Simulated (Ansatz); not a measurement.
A run for Ansatz (an electronic-structure program): R-CCSD(T)/cc-pVDZ on CH5Ga (SMILES [CH3][GaH2]), a point of a torsion scan. The run froze 15 orbitals, filled d shells among them.

Ansatz 0.2 input:
```yaml
crystal:
  periodic: [false, false, false]
  atoms:
    - {symbol: C, position_ang: [-0.94585691, -0.06995658, 0.00187950]}
    - {symbol: Ga, position_ang: [1.06462274, 0.10904720, -0.03582386]}
    - {symbol: H, position_ang: [-1.40557279, 0.48952805, -0.81884015]}
    - {symbol: H, position_ang: [-1.24754423, -1.11872180, -0.08477425]}
    - {symbol: H, position_ang: [-1.36150713, 0.31977959, 0.93589293]}
    - {symbol: H, position_ang: [1.82250385, 1.45395277, -0.37331498]}
    - {symbol: H, position_ang: [2.06378290, -1.07432817, 0.27653096]}
basis:
  gaussian:
    orbitals: cc-pVDZ
magnetization: {spin_polarized: false}
correlation: {method: ccsd_t, electrons: outside_noble_gas}
scf: {lower_state_search: off}
```

It printed:

```
WARN ansatz: RAYON_NUM_THREADS=1 ignored (pool sized by the plan → 1); use --threads N
Functional definition: HF
these checks for a lower state are left out or cut short: stability, starts, cluster_reference, orbital_swaps, neighbouring_geometries, increment
integrals: 0.04 GiB planned
668 factors; integrals over basis functions are off by at most 9.8e-4 eV
mean field: 0.15 GiB planned
mean field evaluation 1: about -53440.9327 eV, gradient 2.2e1 eV
mean field evaluation 2: about -53440.9588 eV, gradient 2.2e1 eV
mean field evaluation 4: about -53442.3910 eV, gradient 1.9e0 eV
mean field evaluation 8: about -53442.4093 eV, gradient 2.8e-4 eV
mean field -53442.40925975 eV, -1963.9723157297 hartree, gradient 3.7e-6 eV, S^2 0.000000; 0 other end points of the search recorded, 0 dependent functions left out
15 core orbitals not correlated
reference -53442.40925975 eV, -1963.9723157297 hartree; 6, 6 occupied and 45, 45 virtual orbitals, 668 factors
second order -5.98108312 eV of doubles, -0.00000000 eV of singles
coupled cluster: 0.11 GiB planned
cycle   1  -6.67924674 eV  change   -7.0e-1 eV  update   6.0e-2
cycle   2  -6.93354927 eV  change   -2.5e-1 eV  update   2.0e-2
cycle   3  -6.95143583 eV  change   -1.8e-2 eV  update   4.9e-3
cycle   4  -6.95124410 eV  change    1.9e-4 eV  update   1.6e-3
cycle   5  -6.95113074 eV  change    1.1e-4 eV  update   4.0e-4
cycle   6  -6.95107172 eV  change    5.9e-5 eV  update   1.2e-4
cycle   7  -6.95106670 eV  change    5.0e-6 eV  update   3.2e-5
cycle   8  -6.95106698 eV  change   -2.8e-7 eV  update   9.5e-6
perturbative correction -0.16069401 eV, -0.0059053959 hartree
Total energy: -53449.52102074 eV, -1964.2336681257 hartree
Checks for a lower state left out: stability, starts, cluster_reference, orbital_swaps, neighbouring_geometries, increment
```

The calculation finished and met its thresholds.

Cost: very roughly 1.9 core-seconds.
